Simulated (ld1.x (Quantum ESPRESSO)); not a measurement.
**What one change does to a pseudopotential (Sc, TM)**

```
Element                 : scandium (Sc)
Generator               : ld1.x (Quantum ESPRESSO) 7.5
Type                    : norm-conserving Troullier–Martins (Kleinman–Bylander form)
Functional              : LDA (PZ)
Relativity              : scalar-relativistic
Frozen core             : [Ne]
Valence charge          : 11
Reference configuration : 3s2 3p6 3d1 4s2 4p0
Partial waves           : 3s (bound): rc 1.10 bohr; 3p (bound): rc 1.50 bohr; 3d (bound): rc 2.10 bohr
Local potential         : the d channel
Core correction         : none
```

Occupied shells without a wave of their own: 4s. They enter only through the test configuration that unscreens the potential.

All-electron outer shells of the reference configuration (LDA (PZ), scalar-relativistic, ld1.x):

```
shell  level (eV)  outermost node (bohr)  outermost maximum (bohr)
   2s     -472.96                   0.10                      0.28
   2p     -388.03                      –                      0.23
   3s      -54.71                   0.42                      0.92
   3p      -33.56                   0.39                      0.97
   4s       -4.30                   1.33                      3.06
   3d       -3.42                      –                      1.10
   4p       -1.52                   1.49                      4.03
```

Change: wave 3d (bound): rc 2.10 bohr becomes 3d (bound): rc 2.98 bohr.

Cutoffs: the cutoffs (Ry, on a coarse ladder) from which the occupation-weighted sum of valence levels, in a spherical-Bessel basis at the reference potential, stays within 10 and 1 mRy of its value at 400 Ry; they do not see the model core or the augmentation charge, which bear on the density cutoff. Errors are all-electron minus pseudo energies relative to the spin-unpolarised reference configuration.

How do hardness, ghosts and transferability respond?

The potential gets neither clearly harder nor softer (100 Ry and 180 Ry → 100 Ry and 180 Ry); the s channel sets the loose cutoff, while the largest relative change is in d, which becomes softer; of the 9 tests that both files solve, the error grows in 8 and shrinks in 1 by more than 15 % and 0.3 meV (median size 77.3 → 437.7 meV); neither file shows a bound ghost at the reference potential, the only one tested.

```csv
quantity,base,changed
"cutoff, loose",100 Ry,100 Ry
"cutoff, tight",180 Ry,180 Ry
loose cutoff by channel (10 mRy a level),"s 80 Ry, p 30 Ry, d 40 Ry","s 90 Ry, p 30 Ry, d 25 Ry"
bound ghosts,none,none
"largest miss of a reference level, eV",0.10,0.24
"error for 3s2 3p6 3d1 4s1 4p0, meV [ΔE 7.07 eV]",+125,-438
"error for 3s2 3p6 3d1 4s0 4p0, meV [ΔE 20.03 eV]",+285,-1717
"error for 3s2 3p6 3d0 4s0 4p0, meV [ΔE 45.12 eV]",+409,-2956
"error for 3s1 3p6 3d1 4s2 4p0, meV [ΔE 61.66 eV]",+77,+644
"error for 3s2 3p5 3d1 4s2 4p0, meV [ΔE 40.14 eV]",+74,+587
"error for 3s2 3p6 3d1 4s1.5 4p0, meV [ΔE 2.82 eV]",+56,-161
"error for 3s2 3p6 3d0 4s2 4p1, meV [ΔE 3.62 eV]",-37,-8.2
"error for 3s2 3p6 3d1 4s2 4p0 (spin-polarised), meV [ΔE -0.15 eV]",+13,+23
"error for 3s2 3p6 3d1 4s1 4p0 (spin-polarised), meV [ΔE 6.52 eV]",+134,-391
```

Base: The 4s level has no wave, so the channel is fitted at the deeper level alone: the likely source of the large errors. Changed file: These tests converged, but a pseudo level misses the all-electron one widely, so the file describes the atom poorly there or has found another state: 3s2 3p6 3d1 4s0 4p0: empty 4s by 2.1 eV; 3s2 3p6 3d0 4s0 4p0: empty 4s by 4.2 eV (a node warning on the way). The 4s level has no wave, so the channel is fitted at the deeper level alone: the likely source of the large errors.
